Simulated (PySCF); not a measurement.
# NaSn and its ions

r²SCAN; basis Na x2c-SVPall, Sn x2c-SVPall; spin-free X2C with a Gaussian nucleus; PySCF 2.14. Neutral (UKS): quartet (σ ↑, π ↑↑), Re = 2.904 Å, ωe = 187 cm⁻¹, De = 1.35 eV, HOMO -3.46 eV, LUMO -2.05 eV.

NaSn⁺ (UKS): triplet (σ ↑, π ↑), Re = 3.416 Å, ωe = 106 cm⁻¹, De = 0.53 eV to Na⁺ + Sn. The energies at the minima are -6338.24822 hartree for NaSn and -6338.03181 for NaSn⁺.

(1) Work out the adiabatic ionisation energy, without and with harmonic zero-point energies (1 hartree = 27.2114 eV, 1 eV = 8065.5 cm⁻¹), and the change of the bond length.

These are scalar-relativistic numbers at best; spin–orbit coupling would shift them, the dissociation energy most. For an ion De counts to the pair picked by the measured ionisation energies or electron affinities, which need not be the lowest pair at this level. States were picked by a PBE0 search and need not be the measured ground states.

## Answers

(1) At r²SCAN: 0.21641 hartree = 5.889 eV between the minima; the zero-point term (106.0 − 187.0)/2 cm⁻¹ = -0.005 eV makes it 5.884 eV. Re changes by +51.2 pm against the neutral. The electron leaves a π orbital, and the ion is left as a loose complex of an ion and an atom.
